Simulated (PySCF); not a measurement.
# B97-3 on Pb (lead, neutral)

Configuration: [Xe] 4f14 5d10 6s1 6p3, high-spin 5S determinant (an excited configuration). All numbers are calculated (PySCF 2.14, scalar relativity through the core potential, in aug-cc-pVTZ-PP with ECP60MDF).

* Total energy: -192.6200 hartree
* One-electron energy: -334.7215 hartree
* Hartree (Coulomb) energy: 158.1594 hartree
* Exchange-correlation energy: -16.0579 hartree
* ⟨S²⟩: 6.0024
* ⟨L²⟩: 0.000
* Sum of ⟨r⟩: 32.62 bohr
* Sum of ⟨r²⟩: 67.63 bohr²

```
shell  electrons  mean orbital energy (hartree)  rms radius, mean of both spins (bohr)
 5s α          1                       -5.61899                                  0.919
 5s β          1                       -5.60724                                  0.919
 5p α          3                       -3.43648                                   1.05
 5p β          3                       -3.42678                                   1.05
 5d α          5                       -0.92007                                   1.41
 5d β          5                       -0.89644                                   1.41
 6s α          1                       -0.56490                                   2.47
 6p α          3                       -0.21074                                   3.34
```

Energies and moments cover only the electrons outside the core potential. Spin-orbit coupling, which splits the p, d and f shells strongly at this Z, is absent. Spin-orbit coupling is strong in this species (close to jj coupling), so the high-spin LS determinant is a model state, not a physical level.
